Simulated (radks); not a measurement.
Results of a calculation; reference values are marked as such.
Fractional charge and spin in the 3s shell of sulfur: the spin-up occupation runs from 0 to 1 and the spin-down occupation from 0 to 1; the fullest corner is S2+, [Ne] 3p(up 1, down 1) 3s(up 1, down 1). Level of theory: non-relativistic Kohn-Sham, LDA (Slater exchange, Perdew-Wang correlation), spin-polarised, spherical densities, point nucleus (a radial shooting solver on a logarithmic mesh with Libxc functionals). Energy (eV) above the fullest corner. The planes named below are the two flat planes that join the four corners, with an edge along up + down = one added electron.

down \ up,0,0.25,0.5,0.75,1
0,105.568,89.287,73.848,59.250,45.489
0.25,89.287,73.959,59.460,45.788,32.940
0.5,73.848,59.460,45.887,33.128,21.178
0.75,59.250,45.788,33.128,21.267,10.200
1,45.489,32.940,21.178,10.200,0.000

Corners above the fullest one (they belong to S3+ and the next ion): (up 1, down 0) 45.489 eV, (up 0, down 1) 45.489 eV, (up 0, down 0) 105.57 eV. With half an added electron in each spin the energy lies 0.398 eV from the planes, and with half an added electron in spin up alone -1.681 eV. The planes are only a guide here: the flat-plane condition holds for ground states with one frontier orbital, while this shell lies below other occupied shells, so the corners above the fullest one are inner-hole states and not the ground states of those ions.
